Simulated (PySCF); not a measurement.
Compound: C5H2F2O2.
Cartesian coordinates in Å at the GFN2-xTB level; atoms count from 1:
```xyz
11
C5H2F2O2 angstrom
O      2.719    1.046    0.257
C      2.059    0.077    0.088
F      2.653   -1.135   -0.070
C      0.614   -0.028    0.017
C     -0.333    0.969    0.131
C     -1.564    0.309   -0.015
F     -2.769    0.866    0.022
C     -1.296   -1.024   -0.206
O      0.018   -1.223   -0.185
H     -0.156    2.012    0.294
H     -1.941   -1.866   -0.359
```

PySCF, density fitting, gas phase, GFN2-xTB geometry. The standard run uses grid level 2 after a coarse-grid start, the def2-universal JK fitting basis (with tight functions added where the orbital basis needs them), an energy threshold of 1e-9 Eh and DIIS. The changed runs have no coarse-grid stage.

Question: Standard PBE0/pcSseg-1: E = -541.224023 Eh, HOMO -7.798 eV, LUMO -2.208 eV, dipole 3.059 D, 16 cycles (coarse-grid cycles included). What changes at PBE0/pcSseg-1 with: grid level 4, start guess huckel?

Answer: E = -541.224022 Eh (+0.001 mEh), HOMO -7.798 eV (0.000), LUMO -2.208 eV (0.000), dipole 3.059 D (0.000), 21 SCF cycles. The result matches the standard run within 0.02 mEh and 0.003 eV.

The cycles:
```
cycle   1  E = -528.0747151218  dE =  9.462e+00  |g| = 7.881e+00  |ddm| = 8.128e+00
cycle   2  E = -490.0351457485  dE =  3.804e+01  |g| = 1.160e+01  |ddm| = 6.298e+01
cycle   3  E = -525.1905433958  dE = -3.516e+01  |g| = 5.258e+00  |ddm| = 6.488e+01
cycle   4  E = -484.2668405150  dE =  4.092e+01  |g| = 1.161e+01  |ddm| = 4.494e+01
cycle   5  E = -532.6568364600  dE = -4.839e+01  |g| = 5.340e+00  |ddm| = 4.063e+01
cycle   6  E = -538.7470067801  dE = -6.090e+00  |g| = 2.905e+00  |ddm| = 1.274e+01
cycle   7  E = -540.1337331957  dE = -1.387e+00  |g| = 2.002e+00  |ddm| = 2.451e+00
cycle   8  E = -540.9226265426  dE = -7.889e-01  |g| = 1.016e+00  |ddm| = 1.319e+00
cycle   9  E = -541.1427736040  dE = -2.201e-01  |g| = 5.607e-01  |ddm| = 1.067e+00
cycle  10  E = -541.1852139391  dE = -4.244e-02  |g| = 4.495e-01  |ddm| = 7.255e-01
cycle  11  E = -541.2223007268  dE = -3.709e-02  |g| = 9.123e-02  |ddm| = 3.564e-01
cycle  12  E = -541.2235470758  dE = -1.246e-03  |g| = 5.124e-02  |ddm| = 9.714e-02
cycle  13  E = -541.2239989431  dE = -4.519e-04  |g| = 9.876e-03  |ddm| = 3.772e-02
cycle  14  E = -541.2240161220  dE = -1.718e-05  |g| = 4.905e-03  |ddm| = 1.074e-02
cycle  15  E = -541.2240199883  dE = -3.866e-06  |g| = 2.617e-03  |ddm| = 5.857e-03
cycle  16  E = -541.2240214252  dE = -1.437e-06  |g| = 9.230e-04  |ddm| = 2.428e-03
cycle  17  E = -541.2240215756  dE = -1.505e-07  |g| = 4.095e-04  |ddm| = 1.366e-03
cycle  18  E = -541.2240216072  dE = -3.152e-08  |g| = 1.143e-04  |ddm| = 3.405e-04
cycle  19  E = -541.2240216094  dE = -2.256e-09  |g| = 3.588e-05  |ddm| = 1.027e-04
cycle  20  E = -541.2240216095  dE = -4.638e-11  |g| = 3.823e-05  |ddm| = 5.459e-05
cycle  21  E = -541.2240216097  dE = -2.876e-10  |g| = 4.258e-06  |ddm| = 2.867e-05
```
